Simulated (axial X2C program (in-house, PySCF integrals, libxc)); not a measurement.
## What spin–orbit coupling does to AsTe

Computed with an in-house relativistic program for diatomic molecules. Spin-free means the one-electron spin-free X2C Hamiltonian; two-component (2c) means X2C with spin–orbit coupling and atomic mean-field two-electron Coulomb and Gaunt terms, so the difference of the two also holds small scalar two-electron terms. Basis: Te dyall-cv3z [11s12p8d4f1g], As dyall-cv3z [9s9p6d4f1g] (cores contracted in-house); Gaussian nuclei, density fitting, unrestricted open shells. Masses: Te 129.906 u, As 74.922 u.

Spin-free state: M_S = 1/2, Λ = 1 (beyond evenly filled blocks: π+α); fragments Te + As.

```json
{"level": "HF", "Re (Å)": "2.477", "ωe (cm⁻¹)": "233.5", "De (eV)": "0.643", "μ (D)": "0.48"}
```

Dipoles are positive if As is the positive end.

(1) Within this multiplet, which Ω should lie lowest by the rule for regular and inverted multiplets?

Two-component determinant lowest at the distance of the search:

Ω = 1/2 (⟨Sz⟩ = -0.50, ⟨Lz⟩ = 1.00 at HF); fragments Te + As.

```json
{"level": "HF", "Re (Å)": "2.483", "ωe (cm⁻¹)": "232.1", "μ (D)": "0.38"}
```

(2) From the two tables, how do the constants change at the HF level (2c against spin-free)?

Occupations by symmetry block were frozen at the best pattern of an incomplete PBE0 search. De is counted from the lowest determinant-based energies of the atoms at the same level, without counterpoise correction. De is not given where an atomic determinant may have missed its ground term or J level, or where the truncated virtual space spoils (T). The determinant is spin-polarised beyond a pure state at some levels (its spin-free form has ⟨S²⟩ too high), which makes Re and μ there less reliable.

## Answers

(1) The open π shell holds one electron, so the multiplet is regular: Ω = Λ − 1/2 = 1/2. The PBE0 2c search agrees.

(2) At the HF level Re increases by 0.006 Å and ωe goes down by 1.4 cm⁻¹.
